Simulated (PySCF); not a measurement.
Record of a relaxation.

Compound: VO4 (charge -3 and singlet state).
Atom-mapped SMILES: `[O:1]=[V:2]([O-:3])([O-:4])[O-:5]`
Bond orders are those of one Lewis drawing.
The ion is multiply charged and has no counter-ions or solvent; whether it holds all its electrons wasn't checked.

Computed by this run: PBE0-D3(BJ)/def2-TZVP geometry optimisation, gas phase in PySCF; density fitting, grid level 2; the optimiser is geomeTRIC in internal coordinates, started from a GFN2-xTB structure with every atom displaced at random (about 0.01 Å). The frame can shift and turn from step to step; on so coarse a grid that alone can change the energy by a few meV, and forces under 0.02 eV/Å are noise.

Step 0: E = -33857.1989 eV, largest atomic force 1.586 eV/Å
```
atom  x, y, z in Å  |  force x, y, z in eV/Å
O1      0.163   -0.312    1.659   -0.017  -0.170   1.332
V2     -0.004   -0.004   -0.006    0.911  -0.114  -0.166
O3     -0.521    1.591   -0.267   -0.457   1.398  -0.153
O4      1.532   -0.241   -0.750    0.615  -0.089  -0.415
O5     -1.137   -1.067   -0.674   -1.052  -1.025  -0.599
```

Step 1: E = -33857.1607 eV, largest atomic force 1.603 eV/Å
```
atom  x, y, z in Å  |  force x, y, z in eV/Å
O1      0.174   -0.228    1.846   -0.046   0.238  -1.376
V2      0.026    0.082    0.100   -0.797   0.076   0.142
O3     -0.543    1.758   -0.157    0.530  -1.420   0.199
O4      1.579   -0.138   -0.680   -0.792   0.113   0.434
O5     -1.166   -1.058   -0.601    1.105   0.993   0.602
```

Step 2: E = -33857.2865 eV, largest atomic force 0.397 eV/Å
```
atom  x, y, z in Å  |  force x, y, z in eV/Å
O1      0.175   -0.219    1.807   -0.028   0.030  -0.133
V2      0.015    0.083    0.102   -0.393   0.023   0.053
O3     -0.531    1.721   -0.155    0.058  -0.234   0.034
O4      1.547   -0.133   -0.659    0.167  -0.023  -0.083
O5     -1.135   -1.037   -0.587    0.196   0.203   0.129
```

Step 3: E = -33857.2907 eV, largest atomic force 0.125 eV/Å
```
atom  x, y, z in Å  |  force x, y, z in eV/Å
O1      0.169   -0.214    1.803   -0.004  -0.001   0.039
V2      0.014    0.083    0.102   -0.117   0.003   0.003
O3     -0.535    1.710   -0.157   -0.009  -0.004  -0.003
O4      1.552   -0.133   -0.660    0.112  -0.015  -0.055
O5     -1.130   -1.032   -0.580    0.017   0.017   0.015
```

Step 4: E = -33857.2912 eV, largest atomic force under 0.02 eV/Å
```
atom  x, y, z in Å  |  force x, y, z in eV/Å
O1      0.166   -0.209    1.805   -0.001   0.002   0.017
V2      0.014    0.083    0.102   -0.010  -0.002  -0.005
O3     -0.539    1.708   -0.161   -0.007   0.006  -0.006
O4      1.557   -0.133   -0.661    0.016  -0.002  -0.006
O5     -1.127   -1.033   -0.577    0.001  -0.005   0.001
```

Step 5: E = -33857.2912 eV, largest atomic force under 0.02 eV/Å
```
atom  x, y, z in Å  |  force x, y, z in eV/Å
O1      0.165   -0.205    1.806    0.000   0.004   0.001
V2      0.014    0.083    0.102    0.013  -0.001  -0.003
O3     -0.542    1.706   -0.165   -0.003   0.001  -0.005
O4      1.559   -0.132   -0.660   -0.010   0.002   0.007
O5     -1.125   -1.037   -0.575    0.000  -0.006   0.000
```

Q: Summarise the path.

A: The energy falls by 2.13 kcal/mol from step 0 to step 5; nine tenths of that is first reached at step 2. It rises by more than 0.2 meV at step 1. The largest force goes from 1.586 to under 0.02 eV/Å. Among the bonds V2–O5 changes most, from 1.692 to 1.735 Å; the atoms move by 0.033 Å rms after alignment.

The cost below is that of the whole optimisation. On one thread of an Intel Xeon 6975P-C, no GPU (shared host), this took 38 s and 0.66 GiB of memory at its peak.
